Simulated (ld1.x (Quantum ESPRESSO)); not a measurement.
## What one change does to a pseudopotential (Hg, TM semilocal)

mercury, norm-conserving Troullier–Martins (semilocal form), made with ld1.x (Quantum ESPRESSO) 7.5 (LDA (PZ), scalar-relativistic). Core [Xe] 4f14, reference 5d10 6s2 6p0. Waves: 6s (bound): rc 2.15 bohr; 5d (bound): rc 1.90 bohr; 6p (bound, empty): rc 2.50 bohr. Local part: the p channel. Core correction: none.

Change: all radii scaled by about 1.12 (s 2.42, p 2.80, d 2.14 bohr).

Cutoffs: the cutoffs (Ry, on a coarse ladder) from which the occupation-weighted sum of valence levels, in a spherical-Bessel basis at the reference potential, stays within 10 and 1 mRy of its value at 400 Ry; they do not see the model core or the augmentation charge, which bear on the density cutoff. Errors are all-electron minus pseudo energies relative to the spin-unpolarised reference configuration.

Question: What does the change do?

Answer: The potential gets softer (50 Ry and 70 Ry → 45 Ry and 60 Ry); of the 9 tests that both files solve, the error grows in 1 and shrinks in 6 by more than 15 % and 0.3 meV (median size 13.2 → 5.6 meV); neither file shows a bound ghost. A larger radius leaves more room for a smooth pseudo-wave, so fewer plane waves are needed. A semilocal file is local in each channel, so a ghost entry of none says nothing of the separable form that plane-wave codes build from it.

| quantity | base | changed |
| --- | --- | --- |
| cutoff, loose | 50 Ry | 45 Ry |
| cutoff, tight | 70 Ry | 60 Ry |
| loose cutoff by channel (10 mRy a level) | s 8 Ry, d 40 Ry | s 8 Ry, d 35 Ry |
| bound ghosts | none | none |
| error for 5d10 6s1 6p0, meV [ΔE 11.05 eV] | -5.0 | -3.4 |
| error for 5d10 6s0 6p0, meV [ΔE 30.44 eV] | -13 | -9.0 |
| error for 5d9 6s0 6p0, meV [ΔE 66.26 eV] | +36 | +5.6 |
| error for 5d8 6s0 6p0, meV [ΔE 116.29 eV] | +30 | -42 |
| error for 5d10 6s1 6p1, meV [ΔE 6.16 eV] | -1.1 | -0.9 |
| error for 5d10 6s1.5 6p0, meV [ΔE 4.53 eV] | -1.9 | -1.4 |
| error for 5d9 6s2 6p0, meV [ΔE 15.73 eV] | -18 | -11 |
| error for 5d10 6s1 6p0 (spin-polarised), meV [ΔE 10.89 eV] | +1.4 | +1.5 |
| error for 5d9 6s0 6p0 (spin-polarised), meV [ΔE 66.10 eV] | +136 | +104 |
